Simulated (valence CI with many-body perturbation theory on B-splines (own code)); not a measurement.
# E1 transitions of S XI

Calculated by relativistic CI+MBPT: four valence electrons over a frozen Dirac-Fock core [He], a basis of 11 s, 11 p, 10 d, 8 f, 5 g, 2 h functions for each j, with the one-electron correlation potential Σ1 (screened to all orders), the two-electron term Σ2, the three-electron term Σ3, Breit, model QED; selected single and double excitations, second order for the rest, scaled by the run's own slope (own B-spline code, finite nucleus).

No measured spectrum was set against this ion. As an estimate, levels of excited configurations hold to 0.05 to 0.15 % of their energy, terms of the ground configuration to about 0.5 %. Among the levels kept, up to 880 cm⁻¹ of a level comes from second order outside the variational space, and about a tenth of that is noise between levels of different J, which matters for small intervals.

Lines 1 to 50 of 529 in falling wavelength, among levels below 3112.3 × 10³ cm⁻¹, chosen from the strongest by gf and those to the six lowest levels. Wavelengths and rates use the calculated energies, so an error of 300 cm⁻¹ moves a line at 1501 Å by 0.45 % and its rate by three times that or more. Electric multipoles are in the length gauge, E1 and E2 with the static RPA response of the core. Weak lines are less certain than strong ones. Lines between different terms over intervals too small for the method are left out, as are lines whose strength nearly cancels. The highest levels of a list are the least certain.

Names give the largest LS component (configuration and term), which can be under half, so a name can repeat, a term be missing and a line seem to break the LS rules; names also repeat where a configuration has a term twice. Letters in brackets count levels of one name in rising energy.

| λ vac (Å) | Upper | Lower | A (s⁻¹) | log gf | Branch % |
| --- | --- | --- | --- | --- | --- |
| 1501 | 2s.2p2.3p 3F°_2 | 2s.2p2.3s 1D_2 | 6.10e+07 | -0.99 | 0.0 |
| 1494 | 2p3.3p 3P_1 | 2p3.3s 3S°_1 | 1.41e+08 | -0.85 | 0.0 |
| 1493 | 2p3.3p 3P_2 | 2p3.3s 3S°_1 | 1.40e+08 | -0.63 | 0.0 |
| 1415 | 2s.2p2.3p 1D°_2 [a] | 2s.2p2.3s 1D_2 | 1.16e+08 | -0.76 | 0.0 |
| 1251 | 2s2.2p.3d 1P°_1 | 2s2.2p.3p 1S_0 | 1.65e+08 | -0.94 | 0.0 |
| 1220 | 2s.2p2.3p 3D°_3 [a] | 2s.2p2.3s 3P_2 [a] | 3.07e+08 | -0.32 | 0.1 |
| 1219 | 2s.2p2.3p 1F°_3 | 2s.2p2.3s 1D_2 | 3.18e+08 | -0.30 | 0.1 |
| 1205 | 2s.2p2.3d 3D_2 [b] | 2s.2p2.3p 3P°_1 [b] | 1.02e+08 | -0.95 | 0.0 |
| 1202 | 2s.2p2.3p 3D°_2 [a] | 2s.2p2.3s 3P_1 [a] | 2.73e+08 | -0.53 | 0.1 |
| 1199 | 2s.2p2.3d 5P_3 | 2s.2p2.3p 5S°_2 | 1.47e+08 | -0.65 | 0.0 |
| 1199 | 2s.2p2.3d 3D_3 [b] | 2s.2p2.3p 3P°_2 [b] | 1.29e+08 | -0.71 | 0.0 |
| 1198 | 2s.2p2.3p 3D°_1 [a] | 2s.2p2.3s 3P_0 [a] | 2.06e+08 | -0.88 | 0.0 |
| 1161 | 2s.2p2.3d 5P_2 | 2s.2p2.3p 5S°_2 | 1.58e+08 | -0.80 | 0.0 |
| 1146 | 2s.2p2.3d 5P_1 | 2s.2p2.3p 5S°_2 | 2.22e+08 | -0.88 | 0.0 |
| 1139 | 2s.2p2.3p 3D°_1 [c] | 2s.2p2.3s 1S_0 | 2.69e+08 | -0.80 | 0.1 |
| 1115 | 2s.2p2.3p 1P°_1 [a] | 2s.2p2.3s 1D_2 | 3.62e+08 | -0.69 | 0.0 |
| 1104 | 2s.2p2.3d 3F_4 [b] | 2s.2p2.3p 3D°_3 [b] | 2.78e+08 | -0.34 | 0.0 |
| 1093 | 2s.2p2.3d 3F_3 [b] | 2s.2p2.3p 3D°_2 [b] | 2.69e+08 | -0.47 | 0.0 |
| 1087 | 2s.2p2.3d 3F_2 [b] | 2s.2p2.3p 3D°_1 [b] | 2.52e+08 | -0.65 | 0.0 |
| 1078 | 2p3.3p 5P_1 | 2p3.3s 5S°_2 | 5.90e+08 | -0.51 | 0.2 |
| 1071 | 2s.2p2.3p 1P°_1 [b] | 2s.2p2.3s 3P_0 [b] | 3.66e+08 | -0.72 | 0.1 |
| 1068 | 2p3.3p 5P_2 | 2p3.3s 5S°_2 | 6.06e+08 | -0.29 | 0.2 |
| 1056 | 2s.2p2.3p 3D°_3 [c] | 2s.2p2.3s 3P_2 [b] | 4.52e+08 | -0.28 | 0.3 |
| 1054 | 2s.2p2.3p 5D°_3 | 2s.2p2.3s 5P_3 | 1.13e+08 | -0.88 | 15.2 |
| 1052 | 2s.2p2.3p 3P°_1 [a] | 2s.2p2.3s 3P_2 [a] | 2.57e+08 | -0.89 | 0.1 |
| 1050 | 2p3.3p 5P_3 | 2p3.3s 5S°_2 | 6.44e+08 | -0.13 | 0.3 |
| 1046 | 2s.2p2.3d 5F_3 | 2s.2p2.3p 5D°_3 | 1.14e+08 | -0.88 | 2.5 |
| 1042 | 2s.2p2.3d 1F_3 [b] | 2s.2p2.3p 1D°_2 [b] | 4.52e+08 | -0.29 | 0.0 |
| 1036 | 2s.2p2.3p 3D°_2 [c] | 2s.2p2.3s 3P_1 [b] | 4.58e+08 | -0.43 | 0.3 |
| 1033 | 2s.2p2.3p 5D°_2 | 2s.2p2.3s 5P_2 | 2.97e+08 | -0.63 | 32.8 |
| 1029 | 2s.2p2.3p 3P°_2 [a] | 2s.2p2.3s 3P_2 [a] | 4.55e+08 | -0.44 | 0.1 |
| 1028 | 2s.2p2.3d 5F_5 | 2s.2p2.3p 5D°_4 | 5.41e+08 | -0.03 | 100.0 |
| 1026 | 2s.2p2.3p 5D°_0 | 2s.2p2.3s 5P_1 | 6.22e+08 | -1.01 | 44.1 |
| 1025 | 2s.2p2.3d 5F_2 | 2s.2p2.3p 5D°_2 | 1.91e+08 | -0.82 | 6.0 |
| 1015 | 2s.2p2.3d 3F_4 [c] | 2s.2p2.3p 3D°_3 [c] | 4.75e+08 | -0.18 | 0.1 |
| 1015 | 2s2.2p.3p 3D_3 | 2s2.2p.3s 3P°_2 | 5.61e+08 | -0.22 | 8.6 |
| 1014 | 2s.2p2.3d 5F_4 | 2s.2p2.3p 5D°_3 | 5.09e+08 | -0.15 | 25.6 |
| 1013 | 2s.2p2.3p 3F°_2 | 2s.2p2.3s 3D_1 | 3.24e+08 | -0.60 | 0.1 |
| 1012 | 2s.2p2.3d 5F_1 | 2s.2p2.3p 5D°_1 | 2.49e+08 | -0.94 | 13.3 |
| 1011 | 2s.2p2.3p 5D°_1 | 2s.2p2.3s 5P_1 | 5.21e+08 | -0.62 | 5.1 |
| 1007 | 2s.2p2.3d 3D_2 [c] | 2s.2p2.3p 3P°_2 [c] | 1.30e+08 | -1.00 | 0.0 |
| 1003 | 2s.2p2.3d 5F_3 | 2s.2p2.3p 5D°_2 | 4.50e+08 | -0.32 | 9.8 |
| 1003 | 2s.2p2.3d 1D_2 [c] | 2s.2p2.3p 1P°_1 [c] | 4.02e+08 | -0.52 | 0.0 |
| 1002 | 2s.2p2.3d 3D_3 [c] | 2s.2p2.3p 3P°_2 [c] | 5.61e+08 | -0.23 | 0.1 |
| 1001 | 2s.2p2.3d 3D_3 [b] | 2s.2p2.3p 3D°_3 [b] | 2.03e+08 | -0.67 | 0.0 |
| 1000 | 2s.2p2.3d 3F_3 [c] | 2s.2p2.3p 3D°_2 [c] | 4.74e+08 | -0.30 | 0.1 |
| 998.8 | 2s.2p2.3d 5F_2 | 2s.2p2.3p 5D°_1 | 3.63e+08 | -0.57 | 11.4 |
| 998.6 | 2s2.2p.3p 3D_2 | 2s2.2p.3s 3P°_1 | 4.86e+08 | -0.44 | 7.2 |
| 997.8 | 2s.2p2.3d 5F_1 | 2s.2p2.3p 5D°_0 | 2.97e+08 | -0.88 | 15.8 |
| 997.7 | 2s.2p2.3p 5D°_4 | 2s.2p2.3s 5P_3 | 6.79e+08 | -0.04 | 91.5 |

How does gf follow from A for the line at 1493 Å?

gf = 1.4992 × (2J+1)_upper × A / σ², with σ = 66995 cm⁻¹ and 2J+1 = 5: gf = 0.234.
